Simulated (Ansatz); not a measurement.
CH5MoNO2, SMILES [CH3][Mo]([NH2])(=[O])=[O], multiplicity 1.

Coordinates come from a B3LYP-D3(BJ)/def2-SVP optimisation. The spin state was assumed, not searched. The structure was generated by enumeration; whether it is a known compound was not checked. The def2 effective core potentials stand for the cores of Mo; spin–orbit coupling is left out. One conformer was computed; it need not be the lowest.

Two levels are set side by side: PBE/def2-SVPD (Ansatz, a quantum-chemistry and plane-wave program) and CAM-B3LYP/def2-SVPD (Ansatz). Energy differences of separate SCF runs at the same geometry; the states with an electron removed or added have multiplicity 2 and 2. Differences are taken from unrounded values.

```tsv
quantity	CAM-B3LYP
vertical ionisation energy (eV)	10.82
vertical electron affinity (eV)	0.69
vertical singlet–triplet gap (eV)	4.17
```

What does PBE give, and how far is it from CAM-B3LYP? (The exact figures need the calculation; the answer reports its results.)


| quantity | PBE | PBE minus CAM-B3LYP |
|---|---|---|
| vertical ionisation energy (eV) | 10.19 | -0.63 |
| vertical electron affinity (eV) | 0.07 | -0.62 |
| vertical singlet–triplet gap (eV) | 4.04 | -0.13 |
